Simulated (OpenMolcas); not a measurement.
**Br4+: the spin-orbit constant, worked from levels**

```
Program             : OpenMolcas 26.06
Basis               : ANO-RCC-VQZP [7s6p4d2f1g]
Scalar Hamiltonian  : DKH2, point nucleus
Active space        : 3 electrons in 9 orbitals (RAS2 4s 4p; RAS3 4d, at most 2 electrons)
State averaging     : 2S+1 = 4 odd, 1 root; 2S+1 = 2 odd, 11 roots; 2S+1 = 4 even, 3 roots; 2S+1 = 2 even, 9 roots
Spin-orbit coupling : state interaction with AMFI integrals over the reference wave functions, term energies averaged over their components
```

Methods: RASSCF; MS-RASPT2, IPEA 0.25 Eh, imaginary shift 0.1 Eh (closed shells correlated: 3d). Measured levels: Moore, Atomic Energy Levels, vol. II, NSRDS-NBS 35 (1971 reprint of NBS Circular 467, 1952).

**The spin-orbit constant.** For the Hund term ²P° of p1, E(J) = (A/2) J(J+1) + constant and ζ = 2S·A = A. From J = 1/2 to J = 3/2 the energy changes by 1.5 A.

```csv
Source,E(3/2) - E(1/2),A,ζ
RASSCF,5355.8,3570.5,3571
MS-RASPT2,5370.5,3580.3,3580
measured,6090.0,4060.0,4060
```

All in cm-1. MS-RASPT2 is off by -11.8 % and RASSCF by -12.1 %. Both methods take the spin-orbit matrix elements from the reference wave functions, so the second can move ζ only through the term energies and any multistate remixing.

Active for correlation alone: 4d; no level in the range computed is led by a configuration that fills it, so any true level of that kind is missing. Computed and measured levels are paired by configuration, term and J; levels that our copy of the source lacks, or whose pairing is in doubt (as where it misses far off the trend of its configuration), stay unpaired and out of the deviations. Only configurations of the active space appear.

° marks odd parity.
